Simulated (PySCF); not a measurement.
H$_{2}$MoO$_{4}$, charge -1, doublet, geometry from GFN2-xTB (such geometries of metal compounds can be far from the true shape) (the multiplicity is a formal guess) (all electrons, no relativity) (in this run its highest filled SCF level lies above zero, so its values depend strongly on the basis, on diffuse functions most of all); SVWN5/3-21G (PySCF).

PySCF was given this input:
```python
from pyscf import gto, scf, dft

mol = gto.Mole()
mol.atom = '''
    Mo    0.15149038    0.00251158    0.01859891
    O     1.26724167   -0.16632926   -1.20631608
    O     0.93177013    0.20278703    1.47629510
    O    -1.24429305   -0.98285415   -0.93786295
    H    -0.91723910   -1.36587719   -1.75472871
    O    -1.46557986    0.93792672    0.60516404
    H    -1.35846784    1.32814787    1.47533361
'''
mol.basis = '3-21g'
mol.charge = -1
mol.spin = 1
mol.verbose = 5
mol.build()

mf = dft.UKS(mol)
mf.xc = 'lda,vwn'
mf.kernel()
```

It wrote (shortened):

```
PySCF version 2.14.0

[INPUT] verbose = 5
[INPUT] max_memory = 4000
[INPUT] num. atoms = 7
[INPUT] num. electrons = 77
[INPUT] charge = -1
[INPUT] spin (= nelec alpha-beta = 2S) = 1
[INPUT] symmetry False subgroup None
[INPUT] Mole.unit = angstrom
[INPUT] Symbol           X                Y                Z      unit          X                Y                Z       unit  Magmom
[...]
[INPUT] ---------------- BASIS SET ----------------
[INPUT] l, kappa, [nprim/nctr], expnt,             c_1 c_2 ...
[INPUT] H
[...]
                                0.824547          0.904691
[...]
[INPUT] O
[...]
                                48.4308           0.3515
                                10.4206           0.707658
[...]
                                1.5762            1.22156
[...]
                                1.5762            0.853955
[...]
[INPUT] Mo
[...]
                                1346.764          0.369454
                                295.6352          0.688434
[...]
                                86.59356          0.086011
                                27.63904          0.967433
[...]
                                19.49171          1.284185
                                4.27818           1.010866
[...]
                                1.435305          0.437079
                                0.543782          0.814846
[...]
                                0.073258          1.108413
[...]
                                86.59356          0.600769
                                27.63904          0.410386
[...]
                                19.49171          1.030346
                                4.27818           0.728348
[...]
                                1.435305          0.479147
                                0.543782          0.586487
[...]
                                0.073258          1.000313
[...]
                                17.37358          0.498532
                                5.230784          0.578178
[...]
                                0.754653          0.781034
[...]
nuclear repulsion = 501.131664816608
number of shells = 38
number of NR pGTOs = 147
number of NR cGTOs = 76
basis = 3-21g
ecp = {}

******** <class 'pyscf.dft.uks.UKS'> ********
method = UKS
initial guess = minao
damping factor = 0
level_shift factor = 0
DIIS = <class 'pyscf.scf.diis.CDIIS'>
diis_start_cycle = 1
diis_space = 8
diis_damp = 0
SCF conv_tol = 1e-09
SCF conv_tol_grad = None
SCF max_cycles = 50
direct_scf = True
direct_scf_tol = 1e-13
number electrons alpha = 39  beta = 38
XC library pyscf.dft.libxc version 7.1.2
    S. Lehtola, C. Steigemann, M. J. T. Oliveira, and M. A. L. Marques,  SoftwareX 7, 1–5 (2018)
XC functionals = lda,vwn
    P. A. M. Dirac,  Math. Proc. Cambridge Philos. Soc. 26, 376 (1930)
    F. Bloch,  Z. Phys. 57, 545 (1929)
    S. H. Vosko, L. Wilk, and M. Nusair,  Can. J. Phys. 58, 1200 (1980)
radial grids:
    Treutler-Ahlrichs [JCP 102, 346 (1995); DOI:10.1063/1.469408] (M4) radial grids

becke partition: Becke, JCP 88, 2547 (1988); DOI:10.1063/1.454033
pruning grids: <function nwchem_prune>
grids dens level: 3
symmetrized grids: False
atomic radii adjust function: <function treutler_atomic_radii_adjust>
small_rho_cutoff = 0
Set gradient conv threshold to 3.16228e-05
atom Mo rad-grids = 95, ang-grids = [ 50  50  50  50  50  50  50  50  50  50  50  50  50  50  50  50  50  50
  50  50  50  50  50  50  50  50  50  50  50  86  86  86  86  86  86  86
  86  86  86  86  86  86  86  86 350 350 350 350 350 350 350 350 350 350
 350 434 434 434 434 434 434 434 434 434 434 434 434 434 434 434 434 434
 434 434 434 434 434 350 350 350 350 350 350 350 350 350 350 350 350 350
 350 350 350 350 350]
atom O rad-grids = 75, ang-grids = [ 50  50  50  50  50  50  50  50  50  50  50  50  50  50  50  50  50  50
  50  50  50  50  50  86  86  86  86  86  86  86  86  86 266 266 266 266
 266 266 266 302 302 302 302 302 302 302 302 302 302 302 302 302 302 302
[...]
 -1.48657188e-01 -1.47625925e-01 -1.38710824e-01 -9.39713104e-02
 -8.33775973e-02 -4.92068056e-02 -4.79773852e-02 -3.63919566e-02
 -2.53268842e-02 -2.43834318e-02  8.91573934e-02  1.28151964e-01
  1.32770047e-01  1.51124259e-01  1.52309070e-01  1.56951470e-01
  1.61029665e-01  2.01982176e-01  2.85907533e-01  3.20021674e-01
  3.24176760e-01  3.63255757e-01  3.95768352e-01  4.14153685e-01
  4.40847870e-01  9.60813296e-01  9.71779621e-01  9.84043674e-01
  1.06670666e+00  1.08271030e+00  1.22284582e+00  1.26987641e+00
  1.59504265e+00  1.61004579e+00  1.62396055e+00  1.63563454e+00
  1.65290186e+00  1.65664811e+00  1.66674955e+00  1.72355022e+00
  1.73388339e+00  1.75682271e+00  1.85573271e+00  1.95060628e+00
  2.89314315e+00  2.90549600e+00  3.00957138e+00  3.14345821e+00]
multiplicity <S^2> = 0.75146034  2S+1 = 2.0014598
nelec by numeric integration = [38.99999436 37.9999934 ]
E1 = -6897.110123463173  E2 = 2143.015416093768  Ecoul = 2293.1176569743484  Exc = -150.10224088058035
cycle= 15 E= -4252.9630425528  delta_E= -3.91e-11  |g|= 1.42e-06  |ddm|= 9.84e-06
  alpha mo_energy =
[-7.04740081e+02 -9.82199548e+01 -9.01967299e+01 -9.01957599e+01
 -9.01953649e+01 -1.83013272e+01 -1.83011538e+01 -1.82821743e+01
 -1.82819536e+01 -1.66804704e+01 -1.35061076e+01 -1.35027647e+01
 -1.35018923e+01 -8.27193743e+00 -8.27142996e+00 -8.27065702e+00
 -8.26848166e+00 -8.26807472e+00 -2.12574627e+00 -1.26278915e+00
 -1.23734563e+00 -1.20715165e+00 -6.70316134e-01 -6.65406647e-01
 -5.97594029e-01 -5.86606025e-01 -2.33479381e-01 -2.01442038e-01
 -1.52867021e-01 -1.52506593e-01 -1.44863525e-01 -9.84166580e-02
 -9.23720751e-02 -5.31370291e-02 -5.24497809e-02 -3.86343204e-02
 -2.95512593e-02 -2.78662204e-02  6.58769980e-02  1.21414604e-01
  1.25324192e-01  1.46626287e-01  1.48037988e-01  1.54466371e-01
  1.58635918e-01  1.96421492e-01  2.73261180e-01  3.18376188e-01
  3.18649660e-01  3.56371093e-01  3.88162471e-01  4.07300166e-01
  4.33353549e-01  9.43878435e-01  9.61969646e-01  9.76214553e-01
  1.05948453e+00  1.06806900e+00  1.22057110e+00  1.26593985e+00
  1.58944399e+00  1.60760528e+00  1.62101340e+00  1.63181076e+00
  1.64895684e+00  1.65172061e+00  1.66478883e+00  1.72035695e+00
  1.73194017e+00  1.75267445e+00  1.85283710e+00  1.94870512e+00
  2.88975660e+00  2.90214420e+00  3.00600156e+00  3.13978531e+00]
  beta  mo_energy =
[-7.04739736e+02 -9.82178055e+01 -9.01957832e+01 -9.01943767e+01
 -9.01927574e+01 -1.83001881e+01 -1.83000146e+01 -1.82809538e+01
 -1.82807333e+01 -1.66785982e+01 -1.35043378e+01 -1.35001216e+01
 -1.34998714e+01 -8.26950997e+00 -8.26923429e+00 -8.26868167e+00
 -8.26674549e+00 -8.26402910e+00 -2.11391896e+00 -1.25524648e+00
 -1.22566223e+00 -1.18944316e+00 -6.67897843e-01 -6.62971827e-01
 -5.94288383e-01 -5.83567484e-01 -2.30942985e-01 -1.97968896e-01
 -1.48657651e-01 -1.47626257e-01 -1.38711314e-01 -9.39716829e-02
 -8.33780262e-02 -4.92066160e-02 -4.79771400e-02 -3.63923073e-02
 -2.53266959e-02 -2.43833213e-02  8.91568413e-02  1.28151616e-01
  1.32769563e-01  1.51124088e-01  1.52308851e-01  1.56951341e-01
  1.61029459e-01  2.01981702e-01  2.85907155e-01  3.20021951e-01
  3.24176871e-01  3.63255554e-01  3.95767875e-01  4.14153435e-01
  4.40847710e-01  9.60812775e-01  9.71779135e-01  9.84043451e-01
  1.06670652e+00  1.08270972e+00  1.22284616e+00  1.26987657e+00
  1.59504296e+00  1.61004553e+00  1.62396027e+00  1.63563446e+00
  1.65290184e+00  1.65664774e+00  1.66674986e+00  1.72355023e+00
  1.73388309e+00  1.75682246e+00  1.85573273e+00  1.95060656e+00
  2.89314266e+00  2.90549572e+00  3.00957174e+00  3.14345830e+00]
multiplicity <S^2> = 0.7514602  2S+1 = 2.0014597
nelec by numeric integration = [38.99999436 37.9999934 ]
E1 = -6897.110214410704  E2 = 2143.015507041331  Ecoul = 2293.1177481137665  Exc = -150.10224107243542
Extra cycle  E= -4252.96304255277  delta_E= 3.18e-11  |g|= 4.45e-06  |ddm|= 6.95e-06
converged SCF energy = -4252.96304255277  <S^2> = 0.7514602  2S+1 = 2.0014597
```
